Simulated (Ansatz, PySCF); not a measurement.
System: AsF2 (charge 0, doublet). It need not be the lowest isomer of its formula. 
Coordinates optimised at B3LYP-D3(BJ)/def2-TZVP (Ansatz, a program for electronic structure):
SMILES: F[As]F
```xyz
3

As    -0.1465    -0.2056     0.3218
F      1.3359    -0.3721    -0.5823
F     -0.7986     1.1258    -0.5975
```
Charge 0, spin multiplicity 2.

Total electronic energies in hartree. Correlated levels leave the core frozen unless marked. Open shells are spin-unrestricted. Spin-orbit coupling is left out. Frozen are the shells of the preceding noble gas and the d and f shells that filled before the atom's block. No relativistic terms. CBS(X,Y): correlation extrapolated as X^-3; Hartree-Fock from the larger set.

```tsv
level	program	energy (Eh)
RI-HF/aug-cc-pVQZ	Ansatz	-2433.25311
PBE-D4/def2-TZVPD	Ansatz + dftd4	[?]
B3LYP-D4/def2-TZVPD	Ansatz + dftd4	[?]
PBE0/def2-TZVP	Ansatz	-2435.21301
MN15/def2-TZVPD	PySCF	[?]
RPA@PBE/cc-pVTZ	Ansatz	-2434.12167
RI-MP2/cc-pVQZ	Ansatz	-2433.92740
SCS-MP2/aug-cc-pVDZ	Ansatz	-2433.59478
CCSD(T)/CBS(cc-pVTZ,cc-pVQZ)	Ansatz	-2433.9952
```

Problem. What belongs in the gaps?

Solution. 
- PBE-D4/def2-TZVPD, energy (Eh): -2435.16427
- B3LYP-D4/def2-TZVPD, energy (Eh): -2435.72388
- MN15/def2-TZVPD, energy (Eh): -2435.83703
